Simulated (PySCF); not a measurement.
BiSe₂⁻, singlet: structure and spectrum

These are results of PySCF, PBE0, basis Bi def2-TZVPD with ECP60, Se def2-TZVPD (scalar-relativistic core potentials, no spin–orbit coupling, density fitting), not measurements.

The structure is a higher-order saddle point with 2 imaginary modes (one degenerate set).

Coordinates in bohr (charge -1 multiplicity 1):
```
Bi    0.0000    0.0000    0.0000
Se    0.0000    0.0000    4.9546
Se    0.0000    0.0000   -4.9546
```

```json
{
 "Point group": "D∞h",
 "Bond lengths": "Bi–Se 2.622 Å (×2)",
 "Bond angles": "Se–Bi–Se 180.0°",
 "Rotational constants": "0.01534 cm⁻¹",
 "Highest occupied level": "-1.13 eV",
 "Zero-point energy (real modes)": "2.4 kJ/mol",
 "Principal quadrupole moments (Buckingham, traceless) about the centre of mass": "-48.05, 24.02, 24.02 D Å",
 "Dipole moment about the centre of mass": "0.00 D",
 "Lowest empty level": "0.69 eV",
 "Principal polarisabilities": "109.2, 109.2, 340.9 bohr³"
}
```

Harmonic modes (masses in u: Bi 208.980, Se 79.917):
| symmetry | ω (cm⁻¹) | IR (km/mol, summed over degenerate members) |
| --- | --- | --- |
| πu | 141i | – |
| σu+ | 200 | 140 |
| σg+ | 202 | 0.0 |

In D∞h the vibrations span πu + σu+ + σg+. The σg+ mode carries no infrared intensity, as symmetry demands. With a centre of inversion only u modes can be infrared active and only g modes Raman active.

Charges (e); Mulliken and Löwdin values are unreliable with diffuse functions:
```
 atom  Mulliken  Löwdin  polar tensor  Mayer order to Bi1
  Bi1      0.66    0.14          1.38                   –
Se2,3     -0.83   -0.57         -1.19                1.48
```
Other Mayer orders above 0.3: Se–Se 0.38.

Mulliken populations on Bi1 (electrons outside its core potential): s 3.85, p 8.25, d 10.23, f 0.02.

Only a few start shapes were tried, so a lower isomer may exist. The lowest empty level of this anion is unbound, so it and the gap depend on the basis. At this level a singlet minimum of C2v symmetry lies 154 kJ/mol below this structure. Spin–orbit coupling, left out here, can matter for elements this heavy.

The final relaxation and frequency run took of the order of 6 core-minutes on a shared host.
